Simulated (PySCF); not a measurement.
An unknown gives this computed stick spectrum. Method: TDDFT PBE0/def2-SVPD, vertical, gas phase, core orbitals frozen in the response (PySCF 2.14.0, density-fitted response routines). Geometries: GFN2-xTB, one conformer each.

```json
{"state": "S1", "E (eV)": "4.33", "f": "1.027", "main configurations (H = HOMO, L = LUMO)": "H→L (98%)"}
{"state": "S2", "E (eV)": "5.45", "f": "0.019", "main configurations (H = HOMO, L = LUMO)": "H-1→L (66%), H→L+1 (33%)"}
{"state": "S3", "E (eV)": "5.74", "f": "0.0001", "main configurations (H = HOMO, L = LUMO)": "H-2→L (95%)"}
{"state": "S4", "E (eV)": "6.14", "f": "0.0010", "main configurations (H = HOMO, L = LUMO)": "H→L+2 (91%)"}
{"state": "S5", "E (eV)": "6.40", "f": "0.106", "main configurations (H = HOMO, L = LUMO)": "H→L+1 (60%), H-1→L (29%)"}
{"state": "S6", "E (eV)": "6.58", "f": "0.0015", "main configurations (H = HOMO, L = LUMO)": "H-5→L (51%), H-4→L (36%)"}
```

Question: Which structure fits? All have the formula C7H7N.
A. `C#CC(=C)CCC#N`
B. `C=C/C=C/C=C\C#N`
C. `CC#CC#C/C=N/C`

Answer: B. Its S1 lies at 4.33 eV; the nearest of the others has S1 at 3.90 eV. S1 is HOMO→LUMO (98%). Löwdin shares by element: HOMO carbon 62% or more (atoms not listed hold the other 38%); LUMO carbon 61% or more (atoms not listed hold the other 39%). At the same level the other candidates give, for their lowest levels:
- `C#CC(=C)CCC#N`: 5.50 eV (f 0.000); 5.72 eV (f 0.248); 6.38 eV (f 0.001); 6.83 eV (f 0.000); 7.18 eV (f 0.089); T1 3.48 eV; HOMO -7.54, LUMO -1.29 eV
- `CC#CC#C/C=N/C`: 3.90 eV (f 0.000); 4.17 eV (f 0.001); 4.38 eV (f 0.221); 4.74 eV (f 0.000); 5.95 eV (f 0.107); T1 2.96 eV; HOMO -6.89, LUMO -1.65 eV

Shape of the structure used: `[CH2:1]=[CH:2]/[CH:3]=[CH:4]/[CH:5]=[CH:6]\[C:7]#[N:8]`: C1–C2–C3–C4 180°, C3–C4–C5–C6 180°.
Triplets come from the Tamm–Dancoff approximation.
